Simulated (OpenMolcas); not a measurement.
## Fe VI: from CASSCF to CASPT2

```json
{
 "Program": "OpenMolcas 26.06",
 "Basis": "ANO-RCC-VTZP [6s5p3d2f1g]",
 "Scalar Hamiltonian": "DKH2, point nucleus",
 "Active space": "3 electrons in 10 orbitals (3d 4d)",
 "State averaging": "2S+1 = 4 even, 10 roots; 2S+1 = 2 even, 40 roots",
 "Spin-orbit coupling": "RASSI with atomic mean-field integrals over the reference wave functions, term energies averaged over their components"
}
```

Methods on the same reference wave functions:
A. CASSCF
B. SS-CASPT2, IPEA 0.25 Eh, imaginary shift 0.1 Eh (closed shells correlated: 3s 3p)
C. MS-CASPT2, IPEA 0.25 Eh, imaginary shift 0.1 Eh (closed shells correlated: 3s 3p)
D. XMS-CASPT2, IPEA 0.25 Eh, imaginary shift 0.1 Eh (closed shells correlated: 3s 3p)

Energies in cm⁻¹ above 3d³ ⁴F_3/2, the measured ground level; measured values from Corliss and Sugar, J. Phys. Chem. Ref. Data 11, 135 (1982).

```csv
Level,A,B,C,D,Measured
3d³ ⁴F_3/2,0.0,0.0,0.0,0.0,0.0
3d³ ⁴F_5/2,541,545,545,544,511
3d³ ⁴F_7/2,1273,1279,1278,1278,1188
3d³ ⁴F_9/2,2172,2170,2170,2170,2001
3d³ ⁴P_1/2,22954,19650,19650,19740,18738
3d³ ⁴P_3/2,23157,19850,19850,19940,18942
3d³ ²G_7/2,23506,21330,21330,22020,20616
3d³ ⁴P_5/2,23840,20540,20540,20620,19611
3d³ ²G_9/2,24241,22080,22080,22770,21315
3d³ ²P_1/2,31077,27450,27450,28140,26496
3d³ ²H_9/2,31089,29730,29730,30190,28724
3d³ ²P_3/2 [65 %],31136,27310,27310,28000,26215
3d³ ²H_11/2,31636,30290,30290,30750,29203
3d³ ²D_3/2(1) [67 %],34058,29870,29880,30590,28628
3d³ ²D_5/2(1),34334,29940,29930,30650,28484
3d³ ²F_7/2,53310,48020,48020,48670,46217
3d³ ²F_5/2,53624,48340,48330,48980,46604
3d³ ²D_5/2(2),82476,75280,75290,75370,71708
3d³ ²D_3/2(2),82814,75610,75610,75690,72049
```

Deviations, from unrounded energies. A percentage is the sum of absolute deviations over the sum of measured energies, with the sign that they share, or ± where signs differ.

| Against measurement | Levels | A | B | C | D |
| --- | --- | --- | --- | --- | --- |
| mean absolute deviation (cm-1) | 18 | 4400 | 1200 | 1200 | 1600 |
| fine structure of the ground term (%) | 3 | +7.7 | +8.1 | +8.1 | +8.0 |
| other terms of the ground configuration (%) | 15 | +15.8 | +4.3 | +4.3 | +5.7 |

B, C lie about equally close to measurement and A furthest from it. The largest miss of C in the table is 3d³ ²D_5/2(2), by +3600 cm-1. The ranking rests on the paired levels alone, and a cruder setting can come out closer through cancelling errors.

Among B to D the level of the table that moves most is 3d³ ²D_5/2(1), by 720 cm-1 (lowest in C, highest in D). Moves below CASPT2's spread within the term are not significant.

The mean deviations of B to D differ by less than CASPT2's widest spread within a term (870 cm-1), so their order carries little weight.

From A to B the spin-free energies of the other terms of 3d³ shown, above ⁴F, scale by factors of 0.85 to 0.95, as is usual when dynamic correlation screens the repulsion within a d or f shell.

The lowest spin-free term lies below A's lowest term by 0.291 hartree in B, 0.291 hartree in C, 0.294 hartree in D.

CASPT2 does not keep the components of a term degenerate, so their means are used; among the terms shown or strongly mixed into the levels shown the widest spread is 870 cm-1 (3d³ ⁴F, D). Active for correlation alone: 4d; no level in the range computed is led by a configuration that fills it, so any true level of that kind is missing. Without dynamic correlation excited terms often stand tens of per cent too high (terms of higher spin than the ground term too low), and those without a measured partner can miss by more than the paired ones (holds for A). The CASPT2 spread within a term exceeds the gap to the next term for 3d³ ²D(1) and 3d³ ²H, so the order of their levels is uncertain (holds for D). Computed and measured levels are paired by configuration, term and J; levels that our copy of the source lacks, or whose pairing is in doubt (as where it misses far off the trend of its configuration), stay unpaired and out of the deviations. Only configurations of the active space appear.

A share in square brackets marks a mixed level and gives the weight of the term that names it, the lowest over the columns. A number in round brackets counts repeated terms of one configuration in the order of the reference energies.
